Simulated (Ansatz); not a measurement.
Mulliken charges of C3H5Al, SMILES `[CH3][Al]1[CH]=[CH]1` from B3LYP/def2-TZVPP in Ansatz (PBE0-D4/def2-TZVP geometry).

| atom | x (Å) | y (Å) | z (Å) | charge (e) |
| --- | --- | --- | --- | --- |
| C1 | -0.608 | 1.421 | -1.105 | -0.382 |
| Al2 | 0.031 | -0.030 | 0.011 | 0.332 |
| C3 | 0.301 | -1.773 | 0.585 | -0.219 |
| C4 | 0.870 | -0.866 | 1.438 | -0.220 |
| H5 | -0.670 | 1.119 | -2.153 | 0.102 |
| H6 | -1.610 | 1.725 | -0.788 | 0.097 |
| H7 | 0.042 | 2.295 | -1.033 | 0.102 |
| H8 | 0.308 | -2.858 | 0.678 | 0.094 |
| H9 | 1.424 | -1.080 | 2.351 | 0.094 |

Task: By hand: the dipole of these point charges (1 e Å = 4.8032 D).

Result: Σ q r = (-0.072, 0.171, -0.135) e Å, of length 0.229 e Å = 1.10 D.

Task: How does the dipole of the full density compare? (Estimate.)

Result: The calculation gave: (-0.116, 0.269, -0.208) e Å, 1.73 D; the point charges give 0.64 times that, at 1° from its direction.

Point charges leave out the atoms' own dipoles, such as those of lone pairs, and Mulliken's split depends on the basis, so the two needn't agree.

B3LYP here is the variant with VWN-RPA as its local correlation; programs differ in this.
